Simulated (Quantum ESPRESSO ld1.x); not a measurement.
Coulomb parameter of the 4d shell of the niobium ion Nb2+ in the model configuration [Kr] 4d1.5 5s1.5, as a second difference U = [E(n + 0.5) + E(n - 0.5) - 2 E(n)] / (0.5)^2 with all orbitals relaxed. "Bare": the charge of the atom changes with n. "Screened": the 5s shell takes up the change at fixed total charge, which measures U(4d,4d) + U(5s,5s) - 2 U(4d,5s). Calculated with ld1.x of Quantum ESPRESSO 7.5: scalar-relativistic Kohn-Sham, PBE, spin-unpolarised, spherical densities, point nucleus.

case	configuration	E - E(n) (eV)
start	[Kr] 4d1.5 5s1.5	0.000
bare +0.5	[Kr] 4d2 5s1.5	-10.215
bare -0.5	[Kr] 4d1 5s1.5	13.075
screened +0.5	[Kr] 4d2 5s1	-1.890
screened -0.5	[Kr] 4d1 5s2	2.236

U(bare) = 11.442 eV, U(screened by 5s) = 1.381 eV, against the Slater integral F0(4d,4d) = 14.157 eV with frozen orbitals.
